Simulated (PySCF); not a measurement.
# Reading the logs of faulty runs: BCH6Si2 cation

Calculated results; nothing here was measured. They come from PySCF 2.14.0, an open-source quantum chemistry program, on an isolated molecule that a program drew, which may never have been made. The molecule is BCH6Si2 cation (charge +1, singlet), drawn as the SMILES string `B=C([SiH2+])[SiH3]`.

Each row is a Hartree-Fock (HF) and frozen-core CCSD(T) single point in the cc-pV(D+d)Z basis, meant for a local HF minimum. Run 1 is clean. Each other run has one planted mistake out of seven kinds, and not every kind appears here: one electron removed, one electron added, multiplicity raised by two, geometry at a saddle point, minimal basis STO-3G, one bond length entered in bohr, all coordinates scaled. The reference is restricted for singlets and unrestricted otherwise, and also for a bond in bohr. Adding or removing an electron swaps singlet and doublet. Electrons count all cores. HOMO and LUMO are orbital energies over both spins, the gradient is its largest component, and the lowest frequency (negative if imaginary) is given only where the gradient is small. Bond lengths are over the 9 bonds as drawn. T1 is the CCSD diagnostic: over 0.02 (restricted) or 0.045 (unrestricted) a single reference is doubtful.

Geometry of the clean run:
```xyz
10
BCH6Si2 cation, angstrom
B    -0.5839    0.7780    1.3169
C     0.4798   -0.1184    1.1333
Si    1.5812   -0.3264    2.4639
Si    0.6220   -1.0387   -0.5659
H    -1.4760    1.5258    1.4626
H     1.4199    0.3984    3.7252
H     2.7203   -1.2391    2.3775
H    -0.5151   -0.5864   -1.3826
H     0.5584   -2.4801   -0.2806
H     1.9131   -0.6552   -1.1567
```

| run | electrons | basis functions | <S^2> | HOMO (eV) | LUMO (eV) | gradient (hartree/bohr) | lowest frequency (cm^-1) | mean bond (Å) | longest bond (Å) | T1 | HF (hartree) | CCSD(T) (hartree) | mistake |
|---|---|---|---|---|---|---|---|---|---|---|---|---|---|
| 1 | 44 | 104 | 0.000 | -15.32 | -4.56 | 2.5e-05 | 48 | 1.5102 | 1.938 | 0.0148 | -643.62129 | -644.07428 | no fault |
| 2 | 44 | 104 | 2.022 | -11.91 | -6.71 | 7.1e-02 | - | 1.5102 | 1.938 | 0.0198 | -643.51749 | -643.94404 | multiplicity raised by two |
| 3 | 44 | 104 | 0.837 | -13.22 | -4.61 | 1.0e-02 | - | 1.6556 | 2.779 | 0.0447 | -643.50750 | -643.94976 | one bond length entered in bohr |
| 4 | 43 | 104 | 0.757 | -22.12 | -12.85 | 5.7e-02 | - | 1.5102 | 1.938 | 0.0356 | -643.10829 | -643.51693 | one electron removed |
| 5 | 44 | 104 | 0.000 | -15.84 | -4.52 | 2.9e-02 | - | 1.4453 | 1.854 | 0.0136 | -643.60172 | -644.04924 | ? |
| 6 | 45 | 104 | 0.848 | -6.20 | 1.98 | 3.6e-02 | - | 1.5102 | 1.938 | 0.0227 | -643.81858 | -644.29006 | ? |

**Which mistake was planted in run 5, and what did it cost?**

The mean and the longest bond both change by the same factor, 0.957, and the gradient is no longer small. So the mistake is: all coordinates scaled. Subtracting run 1 and multiplying by 627.51 kcal/mol a hartree, the energy moved by 12.3 kcal/mol in HF and 15.7 kcal/mol in CCSD(T).

**Which mistake was planted in run 6, and what did it cost?**

It counts 45 electrons, one more than the clean run, at the same geometry and basis. So the mistake is: one electron added. Subtracting run 1 and multiplying by 627.51 kcal/mol a hartree, the energy moved by -123.8 kcal/mol in HF and -135.4 kcal/mol in CCSD(T).

